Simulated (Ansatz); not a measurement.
**A geometry optimisation of C2H5AlF+ with B3LYP-D3(BJ)/def2-SVP**

The starting geometry of this gas-phase singlet was optimised with GFN2-xTB.

```csv
atom,x (Å),y (Å),z (Å)
C,-1.8262,-1.0412,-0.7070
C,-1.6764,-0.5203,0.5918
Al,0.0530,0.2891,1.4745
F,-0.2904,1.0200,2.8803
H,-2.8142,-1.0479,-1.1769
H,-0.9973,-0.9130,-1.4059
H,-1.6936,-2.0676,-0.2477
H,-2.6056,-0.4400,1.1796
H,1.3463,0.1556,0.7302
```

Q: Where would you expect an optimisation with B3LYP-D3(BJ)/def2-SVP to take it?

A: It rearranges, giving a structure given below by its coordinates. Contacts that open: C1–H7 (1.13 → 2.15 Å), C2–Al3 (2.10 → 2.58 Å). Contacts that close: C1–Al3 (3.17 → 2.21 Å), C2–H7 (1.76 → 1.10 Å).

The energy falls by 1.41 eV over 56 steps:

```csv
step,E − E(last) (eV)
1,1.413
7,1.257
13,1.222
19,1.218
25,0.249
32,0.043
38,0.011
44,0.004
50,0.001
56,0.000
```

Final geometry (Å):

| atom | x (Å) | y (Å) | z (Å) |
| --- | --- | --- | --- |
| C | -1.5735 | -0.6747 | -0.4770 |
| C | -1.9594 | -1.4171 | 0.5956 |
| Al | -0.1063 | 0.3701 | 0.8101 |
| F | -0.9439 | 1.1301 | 1.9967 |
| H | -2.0750 | 0.2858 | -0.6897 |
| H | -0.9451 | -1.1024 | -1.2696 |
| H | -1.5773 | -2.4343 | 0.7523 |
| H | -2.6610 | -1.0243 | 1.3424 |
| H | 1.3370 | 0.3015 | 0.2580 |

The end wasn't checked by frequencies. Run with Ansatz 0.2.0, 3.6 min on 2 threads of Intel(R) Xeon(R) Processor @ 2.50GHz (Skylake/Cascade Lake), on a shared host.
